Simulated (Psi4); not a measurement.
C₅H₄N, charge -1, singlet, geometry from GFN2-xTB (a gas-phase anion, which may not be bound at this level); DLPNO-MP2/STO-3G (Psi4).

Input for Psi4:
```
memory 2 GB

molecule mol {
-1 1
  N    -0.002571    0.000163    1.383954
  C     0.002860   -0.000181   -1.539953
  C     0.014409    1.124398    0.663539
  C    -0.016874   -1.124242    0.663746
  C    -0.014810   -1.159869   -0.712972
  C     0.017459    1.159701   -0.713185
  H     0.026070    2.042966    1.265087
  H    -0.030770   -2.042668    1.265462
  H    -0.027651   -2.146913   -1.192443
  H     0.032081    2.146632   -1.192837
}

set basis sto-3g
set reference rhf

energy('dlpno-mp2')
print_variables()
```

It wrote (shortened):

```
    SCF Algorithm Type (re)set to DF.

   => Loading Basis Set <=

    Name: STO-3G
    Role: ORBITAL
    Keyword: BASIS

         ---------------------------------------------------------
                                   SCF
               by Justin Turney, Rob Parrish, Andy Simmonett
                          and Daniel G. A. Smith
                              RHF Reference
         ---------------------------------------------------------

  ==> Geometry <==

    Molecular point group: c1
    Full point group: C1

    Geometry (in Angstrom), charge = -1, multiplicity = 1:

       Center              X                  Y                   Z               Mass
    ------------   -----------------  -----------------  -----------------  -----------------
         N           -0.002574254770     0.000163209727     1.385746594433    14.003074004430
         C            0.002856745230    -0.000180790273    -1.538160405567    12.000000000000
         C            0.014405745230     1.124398209727     0.665331594433    12.000000000000
         C           -0.016877254770    -1.124241790273     0.665538594433    12.000000000000
         C           -0.014813254770    -1.159868790273    -0.711179405567    12.000000000000
         C            0.017455745230     1.159701209727    -0.711392405567    12.000000000000
         H            0.026066745230     2.042966209727     1.266879594433     1.007825032230
         H           -0.030773254770    -2.042667790273     1.267254594433     1.007825032230
         H           -0.027654254770    -2.146912790273    -1.190650405567     1.007825032230
         H            0.032077745230     2.146632209727    -1.191044405567     1.007825032230

  Running in c1 symmetry.

  Rotational constants: A =      0.20984  B =      0.20034  C =      0.10249 [cm^-1]
  Rotational constants: A =   6290.72466  B =   6006.00759  C =   3072.53499 [MHz]
  Nuclear repulsion =  196.441811745489645

  Charge       = -1
  Multiplicity = 1
  Electrons    = 42
  Nalpha       = 21
  Nbeta        = 21

  ==> Algorithm <==

  SCF Algorithm Type is DF.
  DIIS enabled.
  MOM disabled.
  Fractional occupation disabled.
  Guess Type is SAD.
  Energy threshold   = 1.00e-08
  Density threshold  = 1.00e-08
  Integral threshold = 1.00e-12

  ==> Primary Basis <==

  Basis Set: STO-3G
    Blend: STO-3G
    Number of shells: 22
    Number of basis functions: 34
    Number of Cartesian functions: 34
    Spherical Harmonics?: true
    Max angular momentum: 1

   => Loading Basis Set <=

    Name: (STO-3G AUX)
    Role: JKFIT
    Keyword: DF_BASIS_SCF

  ==> Integral Setup <==

  SCF_SUBTYPE=INCORE selected. In-core MEM_DF algorithm will be used.
  Using in-core AOs.

  ==> MemDFJK: Density-Fitted J/K Matrices <==

    J tasked:                   Yes
    K tasked:                   Yes
    wK tasked:                   No
    Algorithm:                 Core
    Schwarz Cutoff:           1E-12
    Mask sparsity (%):       1.5571
    Fitting Condition:        1E-10

   => Auxiliary Basis Set <=

  Basis Set: (STO-3G AUX)
    Blend: DEF2-UNIVERSAL-JKFIT
    Number of shells: 174
    Number of basis functions: 524
    Number of Cartesian functions: 618
    Spherical Harmonics?: true
    Max angular momentum: 4

  Minimum eigenvalue in the overlap matrix is 1.8110292760E-01.
  Reciprocal condition number of the overlap matrix is 7.2647628705E-02.
    Using symmetric orthogonalization.

  ==> Pre-Iterations <==

  SCF Guess: Superposition of Atomic Densities via on-the-fly atomic UHF (no occupation information).

   -------------------------
    Irrep   Nso     Nmo
   -------------------------
     A         34      34
   -------------------------
    Total      34      34
   -------------------------

  ==> Iterations <==

                           Total Energy        Delta E     RMS |[F,P]|

   @DF-RHF iter SAD:  -239.11046944300332   -2.39110e+02   0.00000e+00
   @DF-RHF iter   1:  -242.76233731399677   -3.65187e+00   1.00510e-02 DIIS/ADIIS
   @DF-RHF iter   2:  -242.83426187995025   -7.19246e-02   4.21777e-03 DIIS/ADIIS
   @DF-RHF iter   3:  -242.84647505000908   -1.22132e-02   5.39474e-04 DIIS/ADIIS
   @DF-RHF iter   4:  -242.84690874033959   -4.33690e-04   1.31188e-04 DIIS/ADIIS
   @DF-RHF iter   5:  -242.84693363408257   -2.48937e-05   6.09152e-05 DIIS
   @DF-RHF iter   6:  -242.84693895676764   -5.32269e-06   2.07517e-05 DIIS
   @DF-RHF iter   7:  -242.84693993982316   -9.83056e-07   5.66606e-06 DIIS
   @DF-RHF iter   8:  -242.84694002495195   -8.51288e-08   3.27069e-06 DIIS
   @DF-RHF iter   9:  -242.84694004803504   -2.30831e-08   7.14081e-07 DIIS
   @DF-RHF iter  10:  -242.84694004925029   -1.21526e-09   7.51576e-08 DIIS
   @DF-RHF iter  11:  -242.84694004926115   -1.08571e-11   1.20316e-08 DIIS
   @DF-RHF iter  12:  -242.84694004926121   -5.68434e-14   2.28395e-09 DIIS
  Energy and wave function converged.

  ==> Post-Iterations <==

    Orbital Energies [Eh]
    ---------------------

    Doubly Occupied:

[...]
    Virtual:

[...]
      34A      1.363440

    Final Occupation by Irrep:
              A
    DOCC [    21 ]
    NA   [    21 ]
    NB   [    21 ]

  @DF-RHF Final Energy:  -242.84694004926121

   => Energetics <=

    Nuclear Repulsion Energy =            196.4418117454896446
    One-Electron Energy =                -730.1251499859038177
    Two-Electron Energy =                 290.8363981911529663
    Total Energy =                       -242.8469400492612067

Computation Completed

Properties will be evaluated at   0.000000,   0.000000,   0.000000 [a0]

Properties computed using the SCF density matrix

 Multipole Moments:

 ------------------------------------------------------------------------------------
     Multipole            Electronic (a.u.)      Nuclear  (a.u.)        Total (a.u.)
 ------------------------------------------------------------------------------------

 L = 1.  Multiply by 2.5417464519 to convert [e a0] to [Debye]
[...]
    F_CUT        = 1.000e-05

  ==> Boys Localizer <==

    Convergence =   1.000E-12
    Maxiter     =        1000

    Iteration                   Metric       Residual
    @Boys    0   4.2632770901588820E+01              -
    @Boys    1   1.3771766458247799E+02   2.230324E+00
    @Boys    2   1.6206742119209346E+02   1.768092E-01
    @Boys    3   1.6976868017589541E+02   4.751886E-02
    @Boys    4   1.7006355960011723E+02   1.736948E-03
    @Boys    5   1.7014776087763903E+02   4.951165E-04
    @Boys    6   1.7018745266203825E+02   2.332783E-04
    @Boys    7   1.7020948279878104E+02   1.294463E-04
    @Boys    8   1.7022302895916727E+02   7.958523E-05
    @Boys    9   1.7023263440546231E+02   5.642859E-05
    @Boys   10   1.7024040356242085E+02   4.563847E-05
    @Boys   11   1.7024836386215830E+02   4.675917E-05
    @Boys   12   1.7025455309318104E+02   3.635413E-05
    @Boys   13   1.7026075181791586E+02   3.640857E-05
    @Boys   14   1.7026731266919163E+02   3.853414E-05
    @Boys   15   1.7027407614179347E+02   3.972267E-05
    @Boys   16   1.7027956940361824E+02   3.226129E-05
    @Boys   17   1.7028412892255324E+02   2.677666E-05
    @Boys   18   1.7028736369302874E+02   1.899631E-05
    @Boys   19   1.7029014695512637E+02   1.634450E-05
    @Boys   20   1.7029186230029137E+02   1.007307E-05
    @Boys   21   1.7029307191207249E+02   7.103168E-06
    @Boys   22   1.7029391989974602E+02   4.979578E-06
    @Boys   23   1.7029448254420748E+02   3.303961E-06
    @Boys   24   1.7029490567839713E+02   2.484720E-06
    @Boys   25   1.7029517037795324E+02   1.554360E-06
    @Boys   26   1.7029533716499648E+02   9.793997E-07
    @Boys   27   1.7029544101181287E+02   6.098042E-07
    @Boys   28   1.7029551242791260E+02   4.193659E-07
    @Boys   29   1.7029555816613600E+02   2.685815E-07
    @Boys   30   1.7029558223266520E+02   1.413221E-07
    @Boys   31   1.7029559817997341E+02   9.364487E-08
    @Boys   32   1.7029560959257265E+02   6.701641E-08
    @Boys   33   1.7029561649532675E+02   4.053395E-08
    @Boys   34   1.7029562044380816E+02   2.318604E-08
    @Boys   35   1.7029562283726588E+02   1.405472E-08
    @Boys   36   1.7029562460863960E+02   1.040176E-08
    @Boys   37   1.7029562570608027E+02   6.444327E-09
    @Boys   38   1.7029562633688963E+02   3.704202E-09
    @Boys   39   1.7029562671161651E+02   2.200449E-09
    @Boys   40   1.7029562694122330E+02   1.348284E-09
    @Boys   41   1.7029562713363651E+02   1.129878E-09
    @Boys   42   1.7029562723137801E+02   5.739519E-10
    @Boys   43   1.7029562730038128E+02   4.051970E-10
    @Boys   44   1.7029562734608643E+02   2.683871E-10
    @Boys   45   1.7029562737169155E+02   1.503569E-10
    @Boys   46   1.7029562738896107E+02   1.014090E-10
    @Boys   47   1.7029562740171551E+02   7.489588E-11
    @Boys   48   1.7029562740942887E+02   4.529399E-11
    @Boys   49   1.7029562741444067E+02   2.942999E-11
    @Boys   50   1.7029562741745914E+02   1.772489E-11
    @Boys   51   1.7029562741920174E+02   1.023275E-11
    @Boys   52   1.7029562742069504E+02   8.768898E-12
    @Boys   53   1.7029562742163012E+02   5.490888E-12
    @Boys   54   1.7029562742220796E+02   3.393169E-12
    @Boys   55   1.7029562742255760E+02   2.053158E-12
    @Boys   56   1.7029562742277324E+02   1.266242E-12
    @Boys   57   1.7029562742288459E+02   6.538997E-13

    Boys Localizer converged.

  ==> Forming Local MO Domains <==

    Auxiliary BFs per Local MO:
      Average =  218 AUX BFs (5 atoms)
      Min     =   48 AUX BFs (1 atoms)
      Max     =  316 AUX BFs (8 atoms)

    Projected AOs per Local MO:
      Average =   33 PAOs (9 atoms)
      Min     =   33 PAOs (9 atoms)
      Max     =   34 PAOs (10 atoms)

    Local MOs per Local MO:
      Average =   21 LMOs
      Min     =   21 LMOs
      Max     =   21 LMOs

    Screened 0 of 441 LMO pairs (0.00 %)
             0 pairs met overlap criteria
             95 pairs met energy criteria

    Screened LMO pair energy =  0.000000000000

  ==> Merging LMO Domains into LMO Pair Domains <==

    Auxiliary BFs per Local MO pair:
      Average =  290 AUX BFs (7 atoms)
      Min     =   48 AUX BFs (1 atoms)
      Max     =  344 AUX BFs (10 atoms)

    Local MOs per Local MO pair:
      Average =   21 LMOs
      Min     =   21 LMOs
      Max     =   21 LMOs

    Projected AOs per Local MO pair:
      Average =   33 PAOs (9 atoms)
      Min     =   33 PAOs (9 atoms)
      Max     =   34 PAOs (10 atoms)

    Coefficient sparsity in AO -> LMO transform:   0.00 %
    Coefficient sparsity in AO -> PAO transform:   0.00 %
    Coefficient sparsity in combined transforms:   0.00 %

    Storing transformed LMO/PAO integrals in sparse format.

  ==> Transforming 3-Index Integrals to LMO/PAO basis <==

  ==> Forming Pair Natural Orbitals <==

    Natural Orbitals per Local MO pair:
      Avg:   9 NOs
      Min:   5 NOs
      Max:  13 NOs

    PNO truncation energy = -0.000003104702

  ==> Local MP2 <==

    E_CONVERGENCE = 1.00e-06
    R_CONVERGENCE = 1.00e-06

                     Corr. Energy    Delta E     Max R
  @LMP2 iter   0:  -0.319915393182 -3.199e-01  7.543e-03
  @LMP2 iter   1:  -0.331552422422 -1.164e-02  1.708e-03
  @LMP2 iter   2:  -0.332612867877 -1.060e-03  8.903e-04
  @LMP2 iter   3:  -0.332754519740 -1.417e-04  1.193e-04
  @LMP2 iter   4:  -0.332765168118 -1.065e-05  3.465e-05
  @LMP2 iter   5:  -0.332765854299 -6.862e-07  6.206e-06
  @LMP2 iter   6:  -0.332765894415 -4.012e-08  2.143e-06
  @LMP2 iter   7:  -0.332765898548 -4.133e-09  7.238e-07

  Total DLPNO-MP2 Correlation Energy:  -0.332769003250
    MP2 Correlation Energy:            -0.332765898548
    LMO Truncation Correction:          0.000000000000
    PNO Truncation Correction:         -0.000003104702

  Variable Map:
  ----------------------------------------------------------------------------
[...]
  Array Variable Map:
  ----------------------------------------------------------------------------
[...]
[...]
```
